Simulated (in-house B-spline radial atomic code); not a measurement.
# Ionising Ge29+ with different functionals

Computed with a B-spline radial code for spherical atoms: scalar-relativistic (spin-free X2C) Hamiltonian, Fermi nucleus of rms radius 4.0742 fm, spin-polarised at highest spin, spherical fractional occupations for the functionals, the average over the highest-spin determinants for Hartree-Fock. The ionisation energy is the difference of two self-consistent energies, [He] 2s1 → 1s2, without Breit or QED terms; ε is the level of the shell that loses the electron (its least bound occupied spin orbital). There is no spin-orbit coupling in this Hamiltonian.

```
      method                    rung  ΔSCF (eV)  -ε(2s) (eV)
Hartree-Fock            Hartree-Fock     3195.7       3195.7
    LDA VWN5                     LDA          ?            ?
        BLYP                     GGA     3198.9       3149.4
         PBE                     GGA     3198.4       3148.8
        SCAN                meta-GGA     3194.4       3152.2
        PBE0           global hybrid          ?            ?
       wB97X  range-separated hybrid     3191.0       3161.0
```

What does PBE0 give?

ΔSCF 3197.8 eV, and -ε(2s) = 3160.7 eV.

What does LDA VWN5 give?

ΔSCF 3192.0 eV, and -ε(2s) = 3143.7 eV.

Among the functionals, which spreads more, the ΔSCF values or the orbital energies?

The orbital energies: ΔSCF values span about 7.9 eV and the orbital energies 17.4 eV.

How do they compare with the NIST value?

NIST lists 3194.29 eV ± 0.007 (tabulated theory, ground level to ground level). Errors run from -3.3 to +4.6 eV; SCAN is closest (+0.1 eV), but part of that can be cancellation, since the calculations leave out Breit-QED terms. Hartree-Fock also lacks correlation.
